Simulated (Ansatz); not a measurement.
F2H4N2Si2, SMILES `F[Si@H]1N[Si@@H](F)N1`. Total charge 0; spin multiplicity 1. All single points use the PBE0-D4/def2-TZVP geometry.

```xyz
10

F     2.174   -0.786    1.032
Si    0.959   -0.791    0.004
N     0.601    0.724   -0.721
Si   -0.978    0.766   -0.045
F    -1.265    1.979    0.945
N    -0.606   -0.731    0.710
H     1.254   -1.922   -0.896
H     1.106    1.335   -1.332
H    -2.117    0.788   -0.981
H    -1.128   -1.362    1.286
```

(1) What is the dipole moment at PBE/def2-TZVPP? (Best estimate.)

(2) And with r2SCAN, B3LYP, ωB97M-V? (Best estimate.)

(3) Give the Mulliken charges with PBE, ωB97M-V, r2SCAN in def2-TZVPP. (Estimate.)

## Answers

(1) Computed: 1.75 D, with components (-0.64, -0.84, -1.40) D in this frame, pointing from negative to positive charge.

(2) The calculation gave: r2SCAN 1.80 D, B3LYP 1.92 D, ωB97M-V 1.88 D.

(3) Computed: 
| atom | PBE | ωB97M-V | r2SCAN |
| --- | --- | --- | --- |
| F1 | -0.27 | -0.30 | -0.31 |
| Si2 | 0.58 | 0.66 | 0.74 |
| N3 | -0.35 | -0.40 | -0.46 |
| Si4 | 0.58 | 0.66 | 0.74 |
| F5 | -0.27 | -0.30 | -0.31 |
| N6 | -0.35 | -0.40 | -0.46 |
| H7 | -0.09 | -0.05 | -0.10 |
| H8 | 0.14 | 0.10 | 0.14 |
| H9 | -0.09 | -0.05 | -0.10 |
| H10 | 0.14 | 0.10 | 0.14 |

B3LYP here is the variant with VWN-RPA as its local correlation; programs differ in this.
